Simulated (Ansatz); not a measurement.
The molecule HgN, multiplicity 4 (lowest of 2S+1 = 2, 4 at CCSD(T)/def2-TZVPP on PBE0 minima; our sources give no spin for the ground state, which may be another). No spin–orbit coupling.

Constants: fifth-degree fit in 1/R to seven points, most abundant isotopes. Runs in def2 and cc sets follow the lowest solution found near the PBE0 minimum.

Run with Ansatz (Gaussian orbitals). Each number belongs to the level named beside it. In def2 rows elements past Kr take small-core potentials, without spin–orbit coupling.

```
level                                r_e (Å)  ω_e (cm⁻¹)  ω_e x_e (cm⁻¹)  B_e (cm⁻¹)  dipole (D)
-----------------------------------  -------  ----------  --------------  ----------  ----------
B3LYP/def2-TZVPP                       3.325          33             3.3       0.116        0.12
PBE0/def2-TZVPP                        3.453          31             1.8       0.108        0.04
CAM-B3LYP/def2-TZVPP                   3.471          33             3.0       0.107        0.02
wB97X-V/def2-TZVPP                     3.461          40             2.2       0.107        0.00
wB97M-V/def2-TZVPP                     3.402          43             2.9       0.111        0.01
CCSD(T)/CBS(def2-TZVPP, def2-QZVPP)    3.591          37             1.8      0.0998           -
```

Correlated levels freeze the inner cores; with def2 sets outer-core shells near the valence are correlated too. CBS(a, b) extrapolates the correlation energy as X⁻³ and adds the Hartree–Fock energy of set b.

Ansatz is a program for electronic structure.
